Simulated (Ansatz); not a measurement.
Tuning the range parameter of LC-ωPBE so that −HOMO meets the ionisation energy; basis def2-SVP, Ansatz. System: SnH(NCO)3 (C3HN3O3Sn). The state is a singlet with charge 0. Geometry: r2SCAN-D4/def2-SVP. The ionised state is a doublet.

Geometry of the singlet:

```xyz
11

Sn    0.064    0.386    1.185
H     0.166    0.915    2.776
N    -0.634   -1.503    1.102
C    -0.887   -2.414    0.341
O    -1.155   -3.336   -0.330
N     1.873    0.424    0.297
C     2.452    0.217   -0.749
O     3.078    0.039   -1.723
N    -1.182    1.557    0.118
C    -1.645    1.739   -0.989
O    -2.132    1.976   -2.027
```

In the def2 sets Sn takes a core potential; there is no spin–orbit coupling.

```
ω (1/bohr)  HOMO (eV)  LUMO (eV)  vertical IE (eV)  HOMO + IE (eV)
       0.1      -8.77      -1.33              9.97            1.20
      0.15      -9.40      -0.80             10.21            0.81
       0.2      -9.94      -0.37             10.49            0.55
       0.3     -10.82       0.22             11.03            0.21
```

(1) Where does the tuning condition hold?

Results:

(1) Not within the range that was run.
